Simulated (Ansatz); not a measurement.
Computed with Ansatz on PBE0-D4/def2-TZVP structures; ΔE is electronic, products minus reactants. CCSD(T)/CBS is the MP2 limit (def2-TZVPP, def2-QZVPP) plus CCSD(T) − MP2 in def2-TZVPP, frozen cores. This one scheme is used for every species. DFT in def2-TZVPP. B3LYP here is the variant with VWN-RPA as its local correlation; programs differ in this. def2 core potentials past Kr. For Te outer-core shells are correlated without core-valence functions, which leaves a few kJ/mol of doubt a bond. Each species was taken in one conformer, which may not be the lowest.

Consider the formal exchange of groups at the Si–Te bond: `OC[SiH2][TeH]` + `N[SiH3]` → `N[SiH2][SiH2]CO` + H₂Te.

CCSD(T)/CBS gives +16.8 kcal/mol.

Task: Another level gave +15.1 kcal/mol. Which?
A. B3LYP-D4/def2-TZVPP
B. MP2/def2-TZVPP
C. ωB97M-V/def2-TZVPP
D. PBE/def2-TZVPP

Result: A. B3LYP-D4 15.1, MP2/def2-TZVPP 18.4, ωB97M-V 16.2, PBE 13.5 kcal/mol.

Largest T1 diagnostic among the species: 0.012.

From PBE to PBE0 (25 % exact exchange), in def2-TZVPP and without D4, ΔE moves by +1.2 kcal/mol.
